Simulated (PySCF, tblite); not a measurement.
Compound: PhSCF3, C7H5F3S.
Atom-mapped SMILES: `[F:1][C:2]([F:3])([F:4])[S:5][c:6]1[cH:7][cH:8][cH:9][cH:10][cH:11]1` (hydrogens: H12 on C7; H13 on C8; H14 on C9; H15 on C10; H16 on C11)

Structure optimised with GFN2-xTB, isolated species.

(1) What internal coordinates does the optimisation give?

Answers

(1) 
```json
{"bond": "F1–C2", "length (Å)": "1.336", "order": "single"}
{"bond": "C2–F3, C2–F4", "length (Å)": "1.332", "order": "single"}
{"bond": "C2–S5", "length (Å)": "1.824", "order": "single"}
{"bond": "S5–C6", "length (Å)": "1.798", "order": "single"}
{"bond": "C6–C7, C6–C11", "length (Å)": "1.384", "order": "aromatic"}
{"bond": "C7–C8, C10–C11", "length (Å)": "1.384", "order": "aromatic"}
{"bond": "C8–C9, C9–C10", "length (Å)": "1.385", "order": "aromatic"}
{"bond": "C7–H12, C11–H16", "length (Å)": "1.079", "order": "single"}
{"bond": "C8–H13, C10–H15", "length (Å)": "1.079", "order": "single"}
{"bond": "C9–H14", "length (Å)": "1.079", "order": "single"}
```

Bonds in one row agree within 0.01 Å and their mean is given. Orders are formal, as drawn. A selection of angles:
```json
{"angle": "F1–C2–F3", "degrees": "106.6"}
{"angle": "F1–C2–S5", "degrees": "112.0"}
{"angle": "C2–S5–C6", "degrees": "95.6"}
{"angle": "S5–C6–C7", "degrees": "119.4"}
{"angle": "C7–C6–C11", "degrees": "121.6"}
{"angle": "C6–C7–C8", "degrees": "118.9"}
{"angle": "C7–C8–C9", "degrees": "120.1"}
{"angle": "C8–C9–C10", "degrees": "120.3"}
```

Dihedral angles: F1–C2–S5–C6 63° (synclinal); C2–S5–C6–C7 -89° (synclinal). The mirror-image conformer, all signs reversed, is as good.

The 6-membered ring C6–C7–C8–C9–C10–C11 has internal angles of 118.9° to 121.6°; it is planar, 0.00 Å rms from its mean plane, widest ring torsion 1°. All 6 C–C bonds measure 1.384 to 1.385 Å. S5 (sulfide sulfur) is bent (angle 95.6°). The 2 C–S bonds span 1.798 Å (S5–C6, drawn single) to 1.824 Å (C2–S5, drawn single), a spread of 0.026 Å. Of the pairs four or more bonds apart, F3···C11 is among the closest relative to their van der Waals radii: 3.13 Å, 99 % of the sum of Bondi's values.

Point group: near Cs, missed by 0.15 Å at most; the miss may be what the optimiser left on a soft mode. Its lowest GFN2-xTB frequency is 8 cm⁻¹, too small to tell a flat minimum from a shallow saddle. The numbers are those of one conformer.

All values are computed, not measured.
